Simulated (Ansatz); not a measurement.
Frontier orbitals of `CC(C)B(O)O`.

Z-matrix (Å, degrees):
```
C
C 1 1.533
H 1 1.095 2 111.0
H 1 1.092 2 111.7 3 120.4
H 1 1.094 2 110.8 3 -119.1
C 2 1.523 1 111.1 3 61.7
B 2 1.577 1 109.9 3 -65.0
H 2 1.099 1 107.0 3 -179.9
H 6 1.093 2 111.0 1 -62.7
H 6 1.094 2 111.0 1 57.0
H 6 1.092 2 111.9 1 177.6
O 7 1.369 2 119.4 1 113.4
O 7 1.371 2 117.6 1 -65.8
H 12 0.960 7 115.7 2 -179.0
H 13 0.959 7 115.8 2 178.2
```

The species carries charge 0 and has multiplicity 1. All single points use the PBE0-D4/def2-TZVP geometry. It is one conformer, not always the lowest. Basis def2-TZVPP, Ansatz 0.2.0.

```json
{"functional": "LDA (SPW92)", "HOMO (eV)": "-6.95", "LUMO (eV)": "-0.73", "gap (eV)": "6.22"}
{"functional": "PBE", "HOMO (eV)": "-6.91", "LUMO (eV)": "-0.56", "gap (eV)": "6.35"}
{"functional": "B97M-V", "HOMO (eV)": "-7.33", "LUMO (eV)": "-0.31", "gap (eV)": "7.02"}
{"functional": "PBE0", "HOMO (eV)": "-8.29", "LUMO (eV)": "0.30", "gap (eV)": "8.59"}
{"functional": "B3LYP", "HOMO (eV)": "-8.11", "LUMO (eV)": "-0.10", "gap (eV)": "8.01"}
{"functional": "r2SCANh", "HOMO (eV)": "-7.69", "LUMO (eV)": "0.41", "gap (eV)": "8.10"}
{"functional": "HSE06 (plane-wave form)", "HOMO (eV)": "-7.88", "LUMO (eV)": "-0.07", "gap (eV)": "7.81"}
{"functional": "CAM-B3LYP", "HOMO (eV)": "-9.73", "LUMO (eV)": "0.99", "gap (eV)": "10.72"}
{"functional": "LC-ωPBE", "HOMO (eV)": "-11.05", "LUMO (eV)": "2.35", "gap (eV)": "13.40"}
{"functional": "ωB97M-V", "HOMO (eV)": "-10.59", "LUMO (eV)": "1.67", "gap (eV)": "12.26"}
```

A quarter of exact exchange (PBE0) shifts PBE's HOMO by −1.38 eV and its LUMO by +0.86 eV; full exchange at long range (ωB97M-V) shifts them by −3.68 and +2.23 eV. The gap opens from 6.35 to 12.26 eV, since occupied levels lose self-interaction and empty ones feel all the electrons. A positive LUMO is unbound and depends on the basis.

B3LYP here is the variant with VWN-RPA as its local correlation; programs differ in this. LC-ωPBE has ω = 0.4 bohr⁻¹.
